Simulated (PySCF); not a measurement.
**Telling isomers of C$_{7}$H$_{12}$O apart by NMR**

No solvent, non-relativistic, averaged over atoms made equivalent by symmetry, fast rotation or ring inversion, one computed conformer. Geometry: GFN2-xTB; shielding tensors at PBE0/pcSseg-1 (GIAO); PySCF 2.14.

Shifts are taken against calculated references (same method and geometry level): TMS for $^{1}$H (31.72 ppm) and $^{13}$C (186.93 ppm). Where no couplings were computed, multiplicities follow the n + 1 count of equivalent neighbours, and m marks all less simple cases (inequivalent or close neighbours, rings, F or P nearby). Shifts are as computed. Against solution values, carbons near 30 ppm lie about +3 ppm off and those near 130 ppm about +5 ppm. Of 1211 compounds with measured shifts, 218 miss one by over three times the rms of a fit or turn the order of signals round; such compounds aren't used in these exercises.

(1) Tabulate the signals of `C[C@@H]1C[C@]12CCOC2`, `CO[C@]1(C)C=C(C)C1` and their relative energies.

(2) What is the quickest way to tell C[C@@H]1C[C@]12CCOC2 from CO[C@]1(C)C=C(C)C1?

Results:

(1) 
```json
{"SMILES": "C[C@@H]1C[C@]12CCOC2", "carbon types": "1×C 1×CH 4×CH2 1×CH3", "δC": "81.2, 72.9, 36.0, 27.8, 21.8, 21.7, 18.6", "δH": "4.26 (m, 1H), 3.92 (m, 1H), 3.86 (m, 1H), 3.79 (m, 1H), 2.14 (m, 1H), 1.30 (m, 1H), 1.14 (d, 3H), 0.77 (m, 1H), 0.46 (m, 1H), 0.12 (m, 1H)", "E rel. (kcal/mol)": "0.0"}
{"SMILES": "CO[C@]1(C)C=C(C)C1", "carbon types": "2×C 1×CH 1×CH2 3×CH3", "δC": "157.8, 139.2, 78.8, 53.9, 49.8, 22.4, 20.0", "δH": "6.57 (s, 1H), 3.42 (s, 3H), 2.45 (m, 1H), 2.18 (m, 1H), 1.90 (s, 3H), 1.34 (s, 3H)", "E rel. (kcal/mol)": "16.0"}
```

Energies are electronic energies at PBE0/pcSseg-1 on these geometries, without zero-point or thermal terms, each for the one conformer computed, which needn't be the lowest.

(2) Both give the same number of carbon signals, but DEPT or the intensities differ. The first has a three-membered-ring carbon (CH) at 21.7 ppm, the second a fully substituted alkene carbon (C) at 157.8 ppm. Their most deshielded carbons lie at 81.2 and 157.8 ppm. In the proton spectra the most deshielded non-exchanging signals are 4.26 (m, 1H) and 6.57 (s, 1H).
